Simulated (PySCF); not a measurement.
Gas-phase reaction: Sb + 3 F ⇌ SbF3

Computed with PySCF and rigid-rotor harmonic-oscillator thermochemistry at 1 bar. † marks an energy on the PBE0/def2-TZVP geometry and frequencies; other levels use their own. CCSD(T) freezes the core. Open shells (unrestricted): Sb (multiplicity 4), F (multiplicity 2, electronic degeneracy 6); the rest are closed-shell singlets. Spin-orbit splitting is ignored; it lowers the true energy and changes the entropy of F. Sb: scalar-relativistic def2 core potential, no spin-orbit coupling. CCSD(T) isn't extrapolated to the basis-set limit; its ΔH°(298 K) is -1118.3 kJ in def2-SVP and -1263.3 kJ in def2-TZVPP. The harmonic model lacks anharmonicity and excited electronic states, which grow with temperature; levels with a mode under 35 cm⁻¹ are left out.

ΔH° and ΔS° at 298 K: BLYP/def2-TZVP† -1376 kJ, -359 J/K; CCSD(T)/def2-SVP† -1118 kJ, -359 J/K; HF/def2-TZVP† -776 kJ, -359 J/K; PBE/def2-SVP -1350 kJ, -355 J/K; PBE0/def2-TZVP -1293 kJ, -359 J/K.

### Question
With the heat capacities included, give log10 K (1 bar) at 500, 800, 1200, 1800, 2000 K from BLYP/def2-TZVP†, CCSD(T)/def2-SVP†, HF/def2-TZVP†, PBE/def2-SVP, PBE0/def2-TZVP.

### Answer
```json
[
 {"T (K)": "500", "BLYP/def2-TZVP†": "124.9", "CCSD(T)/def2-SVP†": "98.0", "HF/def2-TZVP†": "62.3", "PBE/def2-SVP": "122.4", "PBE0/def2-TZVP": "116.3"},
 {"T (K)": "800", "BLYP/def2-TZVP†": "70.9", "CCSD(T)/def2-SVP†": "54.1", "HF/def2-TZVP†": "31.7", "PBE/def2-SVP": "69.4", "PBE0/def2-TZVP": "65.5"},
 {"T (K)": "1200", "BLYP/def2-TZVP†": "40.9", "CCSD(T)/def2-SVP†": "29.7", "HF/def2-TZVP†": "14.8", "PBE/def2-SVP": "40.0", "PBE0/def2-TZVP": "37.3"},
 {"T (K)": "1800", "BLYP/def2-TZVP†": "20.8", "CCSD(T)/def2-SVP†": "13.4", "HF/def2-TZVP†": "3.4", "PBE/def2-SVP": "20.3", "PBE0/def2-TZVP": "18.4"},
 {"T (K)": "2000", "BLYP/def2-TZVP†": "16.8", "CCSD(T)/def2-SVP†": "10.1", "HF/def2-TZVP†": "1.2", "PBE/def2-SVP": "16.4", "PBE0/def2-TZVP": "14.7"}
]
```
